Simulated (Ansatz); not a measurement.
C6H12O (`CCC(=O)C(C)C`) at its PBE0-D4/def2-TZVP geometry, where that method's forces vanish. Charge 0, multiplicity 1.

```xyz
19

C    -1.5830   -2.0461    1.1670
C    -1.0363   -0.6527    0.9357
C    -0.0074   -0.5878   -0.1723
O     0.5053   -1.5887   -0.6096
C     0.3467    0.7902   -0.7080
C     0.8375    1.7085    0.4113
C     1.3474    0.7045   -1.8441
H    -0.7772   -2.7451    1.3922
H    -2.2913   -2.0514    1.9976
H    -2.0945   -2.4188    0.2776
H    -0.5520   -0.2757    1.8449
H    -1.8342    0.0659    0.7177
H    -0.5964    1.2081   -1.0884
H     0.0865    1.8550    1.1893
H     1.7382    1.3004    0.8784
H     1.0905    2.6902    0.0052
H     0.9897    0.0513   -2.6404
H     2.2971    0.2957   -1.4923
H     1.5336    1.6966   -2.2617
```

**Question.** What forces (eV/Å) does r2SCAN-D4/def2-TZVPP give on these atoms in the Gaussian-basis code of Ansatz? (Estimate.)

**Answer.** Ansatz gave: 
```
C1  -0.054 -0.137  0.038
C2  -0.057  0.096  0.070
C3  -0.124  0.239  0.109
O4   0.200 -0.399 -0.170
C5  -0.092  0.047 -0.070
C6   0.036  0.117  0.124
C7   0.097  0.004 -0.118
H8  -0.013  0.014 -0.007
H9   0.012 -0.005 -0.016
H10  0.015  0.007  0.009
H11 -0.005  0.009  0.005
H12  0.002  0.019  0.017
H13 -0.015  0.014  0.001
H14  0.015  0.000 -0.014
H15 -0.011 -0.005 -0.008
H16  0.002 -0.012  0.005
H17  0.006  0.006  0.015
H18 -0.014  0.001  0.002
H19  0.000 -0.015  0.008
```
